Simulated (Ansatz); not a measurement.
A run for Ansatz (a program for electronic structure): R-PBE0/def2-TZVPPD on C2H10OSi (a complex). Files ending in .json are basis or fitting sets from the Basis Set Exchange.

Ansatz 0.2 input:
```yaml
crystal:
  periodic: [false, false, false]
  atoms:
    - {symbol: C, position_ang: [-1.60499921, -0.46731866, 0.32158920]}
    - {symbol: O, position_ang: [-0.54918887, 0.46505002, 0.15077355]}
    - {symbol: Si, position_ang: [0.94893255, 0.03995944, -0.38285255]}
    - {symbol: H, position_ang: [-2.47913620, 0.07432788, 0.68159089]}
    - {symbol: H, position_ang: [-1.85976373, -0.95630010, -0.62414064]}
    - {symbol: H, position_ang: [-1.34128781, -1.23402990, 1.05663676]}
    - {symbol: H, position_ang: [1.55544454, -0.98859677, 0.50002711]}
    - {symbol: H, position_ang: [1.76148469, 1.27186550, -0.37186646]}
    - {symbol: H, position_ang: [0.88091752, -0.52096294, -1.75675984]}
    - {symbol: C, position_ang: [0.03880992, 0.04172191, 3.62609423]}
    - {symbol: H, position_ang: [-0.18286523, 0.71294005, 2.79833318]}
    - {symbol: H, position_ang: [-0.88681094, -0.39355590, 4.00152281]}
    - {symbol: H, position_ang: [0.69842848, -0.75297708, 3.27924938]}
    - {symbol: H, position_ang: [0.52846772, 0.59396375, 4.42723498]}
basis:
  gaussian:
    orbitals: def2-TZVPPD.json
hamiltonian:
  xc: {name: PBE0}
scf: {lower_state_search: off}
```

Output:

```
WARN ansatz: RAYON_NUM_THREADS=1 ignored (pool sized by the plan → 1); use --threads N
Functional definition: PBE0
these checks for a lower state are left out or cut short: stability, starts, cluster_reference, orbital_swaps, neighbouring_geometries, increment
integrals: 0.30 GiB planned
1444 factors; their error is unknown
mean field: 1.66 GiB planned
mean field evaluation 1: about -12147.0961 eV, gradient 6.6e1 eV
mean field evaluation 2: about -12140.0685 eV, gradient 8.8e1 eV
mean field evaluation 4: about -12155.9818 eV, gradient 3.5e0 eV
mean field evaluation 8: about -12156.0043 eV, gradient 5.1e-2 eV
mean field evaluation 16: about -12156.0058 eV, gradient 1.2e-5 eV
mean field -12156.00584662 eV, -446.7249752266 hartree, gradient 3.1e-6 eV, S^2 0.000000; 0 other end points of the search recorded, 0 dependent functions left out
reference -12156.00588737 eV, -446.7249767240 hartree; 22, 22 occupied and 310, 310 virtual orbitals, 1444 factors
Total energy: -12156.00588737 eV, -446.7249767240 hartree
Checks for a lower state left out: stability, starts, cluster_reference, orbital_swaps, neighbouring_geometries, increment
```

The calculation finished and met its thresholds.

Cost: around 5 core-seconds (rough).
